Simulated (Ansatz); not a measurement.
`OB[SiH2][SiH2]F` and `OB[SiH3]` differ in one atom or group.

Ansatz, PBE0-D4/def2-TZVP geometries, multiplicity 1. Each molecule was computed in one conformer, which needn't be the lowest.

```json
{"property": "HOMO–LUMO gap (PBE/def2-TZVPP) / eV", "`OB[SiH2][SiH2]F`": "4.23"}
{"property": "LUMO energy (PBE/def2-TZVPP) / eV", "`OB[SiH2][SiH2]F`": "-2.25"}
{"property": "HOMO energy (PBE/def2-TZVPP) / eV", "`OB[SiH2][SiH2]F`": "-6.48"}
{"property": "HOMO energy (PBE0/def2-TZVPP) / eV", "`OB[SiH2][SiH2]F`": "-7.67"}
{"property": "LUMO energy (ωB97M-V/def2-TZVPP) / eV", "`OB[SiH2][SiH2]F`": "0.63"}
{"property": "LUMO energy (B3LYP/def2-TZVPP) / eV", "`OB[SiH2][SiH2]F`": "-1.49"}
```

(1) Give the same properties after the change, and the shifts. (Estimate.)

Answers

(1) Ansatz gave: 
```csv
property,`OB[SiH3]`,shift
HOMO–LUMO gap (PBE/def2-TZVPP) / eV,4.58,0.35
LUMO energy (PBE/def2-TZVPP) / eV,-2.05,0.20
HOMO energy (PBE/def2-TZVPP) / eV,-6.62,-0.14
HOMO energy (PBE0/def2-TZVPP) / eV,-7.89,-0.22
LUMO energy (ωB97M-V/def2-TZVPP) / eV,0.90,0.27
LUMO energy (B3LYP/def2-TZVPP) / eV,-1.28,0.21
```

With PBE0 the HOMO falls by 0.22 eV and the LUMO rises by 0.24 eV, so the gap widens by about 0.46 eV. PBE moves the HOMO by -0.14 eV and ωB97M-V by -0.33 eV.

B3LYP here is the variant with VWN-RPA as its local correlation; programs differ in this.
